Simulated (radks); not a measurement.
Valence configurations of Si I (all share [Ne]). Calculated with a radial shooting solver on a logarithmic mesh with Libxc functionals: Dirac Kohn-Sham, PBE, spin-unpolarised, spherical densities, finite nucleus; open shells fill j = l - 1/2 first; Fermi nuclear charge, rms radius 3.1224 fm. Energies are relative to 3s2 3p2; eigenvalues in eV.

valence      E (eV)  e(3p1/2)  e(3p3/2)  e(3s1/2)
3s2 3p2       0.000    -4.090         -   -10.797
3s1.5 3p2.5   3.391    -4.395    -4.362   -11.185
3s1 3p3       6.822    -4.683    -4.649   -11.551
3s0.5 3p3.5  10.292    -4.956    -4.922   -11.896
3p4          13.796    -5.217    -5.181         -

NIST lists [Ne] 3s2 3p2 as the ground configuration; this level of theory agrees among the configurations tried. The energies are those of spherical spin-averaged densities, not of single terms.
